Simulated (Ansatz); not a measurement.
`C#C[SiH2]CO` and `OC[SiH2][AsH2]` differ in one atom or group.

Ansatz, PBE0-D4/def2-TZVP geometries, multiplicity 1. Each molecule was computed in one conformer, which needn't be the lowest.

Scalar relativity is left out up to krypton.

```csv
property,`C#C[SiH2]CO`
LUMO energy (PBE/def2-TZVPP) / eV,-1.25
LUMO energy (B3LYP/def2-TZVPP) / eV,-0.52
HOMO–LUMO gap (PBE/def2-TZVPP) / eV,4.80
zero-point energy (PBE0-D4/def2-TZVP) / kJ/mol,205.8
size of the dipole moment (B3LYP/def2-TZVPP) / D,1.42
HOMO–LUMO gap (B3LYP/def2-TZVPP) / eV,6.81
```

(1) What does the change do to each property? (Estimate.)

Results:

(1) The calculation gave: 
```json
{"property": "LUMO energy (PBE/def2-TZVPP) / eV", "`OC[SiH2][AsH2]`": "-0.42", "shift": "0.83"}
{"property": "LUMO energy (B3LYP/def2-TZVPP) / eV", "`OC[SiH2][AsH2]`": "0.16", "shift": "0.68"}
{"property": "HOMO–LUMO gap (PBE/def2-TZVPP) / eV", "`OC[SiH2][AsH2]`": "5.78", "shift": "0.98"}
{"property": "zero-point energy (PBE0-D4/def2-TZVP) / kJ/mol", "`OC[SiH2][AsH2]`": "196.4", "shift": "-9.4"}
{"property": "size of the dipole moment (B3LYP/def2-TZVPP) / D", "`OC[SiH2][AsH2]`": "2.24", "shift": "0.82"}
{"property": "HOMO–LUMO gap (B3LYP/def2-TZVPP) / eV", "`OC[SiH2][AsH2]`": "7.24", "shift": "0.43"}
```

With PBE0 the HOMO rises by 0.28 eV and the LUMO rises by 0.75 eV, so the gap widens by about 0.47 eV. PBE moves the HOMO by -0.15 eV and ωB97M-V by 0.53 eV. Dipoles are sizes alone; their direction can turn.

B3LYP here is the variant with VWN-RPA as its local correlation; programs differ in this.
